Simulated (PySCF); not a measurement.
C6H5F, SMILES C#CC(=C)/C=C\F.

Geometry optimised at PBE0-D3(BJ)/def2-SVP. The structure was generated by enumeration; whether it is a known compound was not checked. One conformer was computed; it need not be the lowest.

Two levels are set side by side: PBE/def2-TZVP (PySCF) and HF/def2-TZVP (PySCF). Same geometry, gas phase. Differences are taken from unrounded values.

| quantity | PBE |
|---|---|
| orbital gap (eV) | 3.44 |
| highest occupied level (eV) | -5.69 |
| lowest empty level (eV) | -2.24 |
| dipole moment (D) | 1.26 |
| mean polarisability (bohr³) | 75.8 |

These are the PBE values. What does HF give? (An estimate is asked for; the answer gives what the named calculation found.)


| quantity | HF | PBE minus HF |
|---|---|---|
| orbital gap (eV) | 11.03 | -7.59 |
| highest occupied level (eV) | -8.75 | 3.07 |
| lowest empty level (eV) | 2.27 | -4.52 |
| dipole moment (D) | 1.67 | -0.41 |
| mean polarisability (bohr³) | 72.7 | 3.1 |

Without exact exchange PBE keeps part of each electron's self-repulsion, which lifts occupied levels and narrows the gap. PBE's more diffuse valence density responds more strongly to a field. Differences between two approximate levels are no errors against the true value.

Rough cost on one machine, each run with all the roots and properties that it gave: HF against PBE about 1/3.
